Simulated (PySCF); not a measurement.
How methods differ on the excitation energy of Be

Be [He] 2s2 (1S) → Be [He] 2s1 3d1 (3D), as a difference of total energies. Computed with PySCF 2.14 in aug-cc-pVTZ-DK, with the spin-free X2C one-electron Hamiltonian (Gaussian nucleus). Correlated levels: valence: 1s2 frozen. The calculations carry no spin-orbit coupling.

```csv
method,excitation energy (cm⁻¹)
UHF,64255
LDA,65686
PBE,64435
PBE0,65709
r2SCAN,64850
M06,64933
MN15,70461
TPSS,65707
HSE06,65489
MP2 (valence),69690
SCS-MP2 (valence),71461
```

The promoted electron is Rydberg-like, and one or two diffuse shells describe it only roughly, which tends to raise the upper state.

In the upper state the promoted electron has a positive orbital energy at LDA, PBE, PBE0, r2SCAN, M06, MN15, TPSS, HSE06, so the basis confines it.
